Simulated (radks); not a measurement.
Results of a calculation; reference values are marked as such.
The lead ion Pb77+, 5 electrons, occupied as [He] 2s2 2p1 (the NIST ground configuration). Code: a radial shooting solver on a logarithmic mesh with Libxc functionals. Model: non-relativistic Kohn-Sham, PBE, spin-polarised, spherical densities, point nucleus; open shells are filled with parallel spins first (spin-orbit coupling, left out, can overturn this in heavy ions); relativity is left out, which matters for an element this heavy. Some entries of the table are withheld. Estimate them.

orbital  occ.  eigenvalue (hartree)  r(max) (bohr)  <1/r> (bohr^-1)
1s up       1             -3240.449            (1)            81.59
1s down     1             -3239.589            (2)            81.61
2s up       1             -780.1613            (3)            20.01
2s down     1             -778.6761            (4)            19.98
2p up       1             -772.2622        0.05008            19.96
2p down     0             -770.4266        0.05012            19.94

Answer. 
(1) 1s up r(max) (bohr): 0.01224
(2) 1s down r(max) (bohr): 0.01224
(3) 2s up r(max) (bohr): 0.06499
(4) 2s down r(max) (bohr): 0.06503
